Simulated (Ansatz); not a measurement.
Born–Oppenheimer molecular dynamics of ClGaH₃N (6 atoms, charge 0, multiplicity 1). It starts from a relaxed structure.

Theory: RKS PBE-D4/def2-SVP in Ansatz 0.2.0.

```
ensemble        : NVT, Langevin thermostat
time step       : 0.5 fs
steps asked     : 300
set temperature : 200 K
friction        : 0.05 /fs
masses          : H 3.016 u
seed            : 67343
```

First frame:

```xyz
6
Properties=species:S:1:pos:R:3
Ga -0.003 0.045 -0.070
Cl 0.081 -0.599 2.002
N 1.611 0.035 -0.893
H 2.473 -0.247 -0.423
H 1.765 0.305 -1.865
H -1.355 0.461 -0.721
```

Task: What does the run give?

Result: The run went to its last step.

* steps done: 300
* time covered: 150 fs
* mean temperature over the second half: 258 K
* spread of the potential energy over the second half: 6.3 meV per atom
* mean potential energy of the second half above the start: 20.5 meV per atom

The mean temperature of the second half is 29 % above the set value. A run of 0.15 ps of so small a system gives no equilibrium averages.

Task: What happens to the structure?

Result: The same pairs are bonded in the first frame and the last. Pairs count as bonded within 1.25 times the sum of covalent radii (0.12 Å more for H–H). This is one draw of velocities; another would differ in detail.

Task: How do temperature and energy run in time?

Result: 
| time (fs) | T (K) | potential energy less start (eV) |
| --- | --- | --- |
| 0 | 167 | 0.000 |
| 5 | 229 | 0.038 |
| 10 | 141 | 0.066 |
| 15 | 184 | 0.108 |
| 20 | 182 | 0.156 |
| 25 | 187 | 0.178 |
| 30 | 185 | 0.114 |
| 35 | 231 | 0.098 |
| 40 | 280 | 0.145 |
| 45 | 238 | 0.116 |
| 50 | 248 | 0.113 |
| 55 | 217 | 0.177 |
| 60 | 234 | 0.090 |
| 65 | 233 | 0.097 |
| 70 | 83 | 0.214 |
| 75 | 341 | 0.068 |
| 80 | 199 | 0.162 |
| 85 | 195 | 0.128 |
| 90 | 331 | 0.072 |
| 95 | 255 | 0.115 |
| 100 | 265 | 0.132 |
| 105 | 244 | 0.148 |
| 110 | 286 | 0.127 |
| 115 | 343 | 0.086 |
| 120 | 297 | 0.101 |
| 125 | 172 | 0.168 |
| 130 | 129 | 0.184 |
| 135 | 181 | 0.141 |
| 140 | 271 | 0.115 |
| 145 | 262 | 0.123 |
| 150 | 340 | 0.086 |

The run took 11 min on 1 thread of Arm Neoverse V1 (shared host), peak memory 0.14 GiB.
